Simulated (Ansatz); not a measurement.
Program: Ansatz. Geometries: PBE0-D4/def2-TZVP. ΔE: electronic, gas phase. CCSD(T)/CBS is the MP2 limit (def2-TZVPP, def2-QZVPP) plus CCSD(T) − MP2 in def2-TZVPP, frozen cores. DFT in def2-TZVPP. B3LYP here is the variant with VWN-RPA as its local correlation; programs differ in this. One conformer a species, not always the lowest.

Reaction (redistribution): `O[SiH2]PS` + `C[SiH2][NH][AlH2]` → `C[SiH2]NPS` + `O[SiH2][AlH2]`

`O[SiH2]PS`:

```xyz
9

O    -0.378   -1.612    0.851
Si    0.003   -0.043    1.166
P    -0.321    1.348   -0.581
S     0.414   -0.024   -2.038
H     0.103   -2.025    0.130
H     1.442    0.108    1.515
H    -0.862    0.374    2.296
H    -1.697    1.046   -0.756
H     1.296    0.828   -2.584
```

`C[SiH2][NH][AlH2]`:

```xyz
12

C     0.924    0.600    1.706
Si   -0.351   -0.371    0.747
N     0.078   -0.587   -0.915
Al   -0.756   -0.016   -2.381
H     0.617    0.712    2.750
H     1.892    0.093    1.697
H     1.059    1.597    1.281
H    -0.536   -1.689    1.422
H    -1.654    0.347    0.752
H     0.918   -1.133   -1.066
H    -0.119   -0.396   -3.781
H    -2.072    0.843   -2.211
```

`C[SiH2]NPS`:

Z-matrix (Å, degrees):
```
C
Si 1 1.863
H 1 1.094 2 110.6
H 1 1.093 2 110.8 3 119.6
H 1 1.092 2 110.8 3 -120.6
N 2 1.740 1 113.6 3 178.2
H 2 1.488 1 110.6 3 60.4
H 2 1.489 1 109.4 3 -60.6
P 6 1.693 2 127.9 1 -93.3
H 6 1.010 2 118.1 1 69.4
S 9 2.134 6 108.6 2 54.2
H 9 1.416 6 97.6 2 -43.6
H 11 1.345 9 99.5 6 -65.1
```

`O[SiH2][AlH2]`:

```xyz
8

O    -1.834    0.257    0.171
Si   -0.345   -0.348    0.588
Al    1.328    0.457   -1.025
H    -2.575    0.012    0.728
H     0.011    0.057    1.986
H    -0.380   -1.845    0.629
H     2.845    0.021   -0.825
H     0.949    1.389   -2.253
```

```csv
level,ΔE (kJ/mol)
PBE0-D4,131.0
B3LYP-D4,134.2
ωB97X-V,133.6
ωB97M-V,139.8
PBE0,132.4
MP2/def2-TZVPP,148.3
CCSD/def2-TZVPP,138.7
SCS-MP2/def2-QZVPP,143.9
```

Q: What does CCSD(T)/CBS give? (Best estimate.)

A: The calculation gave: +139.7 kJ/mol. The listed levels differ from it by -8.7, -5.5, -6.1, 0.1, -7.3, 8.6, -1.0, 4.2 kJ/mol.

Largest T1 diagnostic among the species: 0.013.

In def2-TZVPP, CCSD(T) changes the Hartree–Fock value by +4.8 kJ/mol (the triples alone add +1.1 kJ/mol) and MP2 by +13.3 kJ/mol.
